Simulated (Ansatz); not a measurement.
Relaxation of H10N3Si2 (15 atoms, charge 0, multiplicity 2), to a largest force component of 0.03 eV/Å in at most 50 steps.

Level of theory: UKS PBE-D4/6-31G* in Ansatz 0.2.0.

```xyz
15
Properties=species:S:1:pos:R:3
Si -0.182 0.117 -0.156
H -0.368 0.129 1.311
N 1.545 0.286 -0.309
H 2.131 -0.166 0.393
H 1.977 0.230 -1.233
N -0.804 1.384 -1.161
H -1.815 1.458 -1.276
H -0.366 2.303 -1.106
N -1.107 -1.278 -0.644
H -1.104 -2.089 -0.024
H -1.083 -1.575 -1.622
Si 0.505 -0.194 3.800
H -0.442 -1.355 3.683
H 1.362 -0.357 5.029
H -0.243 1.107 3.854
```

**Question.** Where does it end, and by what steps?

**Answer.** The run converged. The force dipped under the threshold on the way, but the program's further checks kept it going. After 17 steps the energy has fallen by 0.034 eV; H14 moved furthest, 0.95 Å.

```csv
step,energy less start (eV),largest force component (eV/Å),accepted
0,0.0000,0.570,yes
1,-0.0101,0.221,yes
2,-0.0122,0.029,yes
3,-0.0140,0.082,yes
4,-0.0154,0.153,yes
5,-0.0175,0.082,yes
6,-0.0175,0.054,yes
7,-0.0199,0.069,yes
8,-0.0206,0.084,yes
9,-0.0219,0.057,yes
10,-0.0230,0.053,yes
11,-0.0248,0.147,yes
12,-0.0267,0.103,yes
13,-0.0297,0.151,yes
14,-0.0315,0.136,yes
15,-0.0330,0.083,yes
16,-0.0334,0.040,yes
17,-0.0335,0.013,yes
```

```xyz
15
Properties=species:S:1:pos:R:3
Si -0.216 0.364 -0.100
H -0.544 0.847 1.295
N 1.511 0.583 -0.176
H 2.041 0.389 0.676
H 2.019 0.259 -1.000
N -0.796 1.210 -1.499
H -1.796 1.179 -1.696
H -0.405 2.131 -1.697
N -1.047 -1.166 -0.178
H -1.050 -1.741 0.666
H -0.934 -1.748 -1.009
Si 0.492 -0.493 3.513
H -0.612 -1.448 3.157
H 1.418 -1.143 4.507
H -0.074 0.776 4.079
```

Whether the end is a true minimum wasn't checked by a vibrational analysis.

Time of the run: 32 s on 4 threads of Arm Neoverse V2 (shared host), peak memory 0.2 GiB.
